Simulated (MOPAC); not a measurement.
Input file for MOPAC: PM3 on H2OSSi (SMILES O[Si]S), a point of a torsion scan.

```
PM3 1SCF PRECISE CHARGE=0 THREADS=1
H2OSSi

O     -0.93813603 1     0.42109653 1    -0.48361356 1
Si    -0.26433544 1    -1.06678258 1    -0.56282041 1
S      1.59833625 1    -0.65997603 1     0.51612413 1
H     -1.76332505 1     0.68374282 1    -0.09294857 1
H      1.37099024 1     0.62600324 1     0.74541780 1
```

It printed:

```
*******************************************************************************
 **                                                                           **
 **                              MOPAC v23.2.5                                **
 **                                                                           **
 *******************************************************************************
 ** MOPAC's Digital Object Identifier: https://doi.org/10.5281/zenodo.6511958 **
 **                                                                           **
 ** Please cite the open-source release paper for use of this MOPAC version:  **
 ** J. E. Moussa and J. J. P. Stewart (2026)                                  **
 ** MOPAC: An open-source semiempirical molecular orbital program             **
 ** J. Open Source Softw., 11(119), 8025, https://doi.org/10.21105/joss.08025 **
 *******************************************************************************

                              PM3 CALCULATION RESULTS

 *******************************************************************************
 *  PM3        - The PM3 Hamiltonian to be used
 *
 *
 *
 *                 CHARGE ON SYSTEM = 0
 *
 *
 *
 *  PRECISE    - TIGHTER CRITERIA TO BE USED
 *  1SCF       - DO 1 SCF AND THEN STOP
 *  THREADS=1  - MULTI-THREADING NOT USED
 *  T=         - A TIME OF 172800.0 SECONDS REQUESTED
 *  DUMP=N     - RESTART FILE WRITTEN EVERY 7200.0 SECONDS REQUESTED
 *******************************************************************************
PM3 1SCF PRECISE CHARGE=0 THREADS=1
 H2OSSi

   ATOM   CHEMICAL          X               Y               Z
  NUMBER   SYMBOL      (ANGSTROMS)     (ANGSTROMS)     (ANGSTROMS)

     1       O         -0.93813603  *   0.42109653  *  -0.48361356  *
     2      Si         -0.26433544  *  -1.06678258  *  -0.56282041  *
     3       S          1.59833625  *  -0.65997603  *   0.51612413  *
     4       H         -1.76332505  *   0.68374282  *  -0.09294857  *
     5       H          1.37099024  *   0.62600324  *   0.74541780  *



          CARTESIAN COORDINATES

    NO.       ATOM           X           Y           Z

     1         O         -0.9381      0.4211     -0.4836
     2        Si         -0.2643     -1.0668     -0.5628
     3         S          1.5983     -0.6600      0.5161
     4         H         -1.7633      0.6837     -0.0929
     5         H          1.3710      0.6260      0.7454

  H: (PM3): J. J. P. STEWART, J. COMP. CHEM. 10, 209 (1989).
  O: (PM3): J. J. P. STEWART, J. COMP. CHEM. 10, 209 (1989).
 Si: (PM3): J. J. P. STEWART, J. COMP. CHEM. 10, 209 (1989).
  S: (PM3): J. J. P. STEWART, J. COMP. CHEM. 10, 209 (1989).

           Empirical Formula: H2 O Si S  =     5 atoms



      MOLECULAR POINT GROUP   :   C1


      RHF CALCULATION, NO. OF DOUBLY OCCUPIED LEVELS = 9


 -------------------------------------------------------------------------------
 PM3 1SCF PRECISE CHARGE=0 THREADS=1
 H2OSSi



     1SCF WAS SPECIFIED, SO BFGS WAS NOT USED
     SCF FIELD WAS ACHIEVED


                              PM3 CALCULATION
                                                       MOPAC v23.2.5 Linux




          FINAL HEAT OF FORMATION =        -55.95174 KCAL/MOL =    -234.10209 KJ/MOL


          COSMO AREA              =        107.73 SQUARE ANGSTROMS
          COSMO VOLUME            =         97.03 CUBIC ANGSTROMS

          IONIZATION POTENTIAL    =          8.325799 EV
          HOMO LUMO ENERGIES (EV) =         -8.326 -1.550
          NO. OF FILLED LEVELS    =          9
          MOLECULAR WEIGHT        =         78.1607         POINT GROUP:  C1

          MOLECULAR DIMENSIONS (Angstroms)

            Atom       Atom       Distance
            H     4    S     3     3.67115
            H     5   Si     2     2.46018
            H     4    O     1     0.49708


          SCF CALCULATIONS        =          1





   ATOM   CHEMICAL          X               Y               Z
  NUMBER   SYMBOL      (ANGSTROMS)     (ANGSTROMS)     (ANGSTROMS)

     1       O         -0.93813603  *   0.42109653  *  -0.48361356  *
     2      Si         -0.26433544  *  -1.06678258  *  -0.56282041  *
     3       S          1.59833625  *  -0.65997603  *   0.51612413  *
     4       H         -1.76332505  *   0.68374282  *  -0.09294857  *
     5       H          1.37099024  *   0.62600324  *   0.74541780  *

                             CARTESIAN COORDINATES

   1    O       -0.938136030     0.421096530    -0.483613560
   2   Si       -0.264335440    -1.066782580    -0.562820410
   3    S        1.598336250    -0.659976030     0.516124130
   4    H       -1.763325050     0.683742820    -0.092948570
   5    H        1.370990240     0.626003240     0.745417800


           Empirical Formula: H2 O Si S  =     5 atoms



      MOLECULAR POINT GROUP   :   C1


                  EIGENVALUES
 -36.96359 -26.20709 -17.98519 -14.49857 -13.97576 -13.50153 -10.99058  -9.69157
  -8.32580  -1.55004  -0.65555   0.79178   1.59462   4.61859


              NET ATOMIC CHARGES AND DIPOLE CONTRIBUTIONS

  ATOM NO.   TYPE          CHARGE      No. of ELECS.   s-Pop       p-Pop
    1          O          -0.540960        6.5410     1.73007     4.81089
    2         Si           0.505763        3.4942     1.75948     1.73475
    3          S          -0.213619        6.2136     1.90230     4.31132
    4          H           0.240992        0.7590     0.75901
    5          H           0.007824        0.9922     0.99218
 DIPOLE           X         Y         Z       TOTAL
 POINT-CHG.    -1.834    -2.194    -0.720     2.948
 HYBRID        -1.008     4.223     1.045     4.466
 SUM           -2.842     2.030     0.325     3.507


          ATOMIC ORBITAL ELECTRON POPULATIONS

     Atom    s        px        py        pz
    1  O   1.73007   1.43499   1.61437   1.76153
    2 Si   1.75948   0.58035   0.69642   0.45799
    3  S   1.90230   1.56608   1.08854   1.65670
    4  H   0.75901
    5  H   0.99218

 **********************
 *                    *
 * JOB ENDED NORMALLY *
 *                    *
 **********************




 == MOPAC DONE ==
```

The run finished.

Cost: very roughly 0.03 core-seconds.
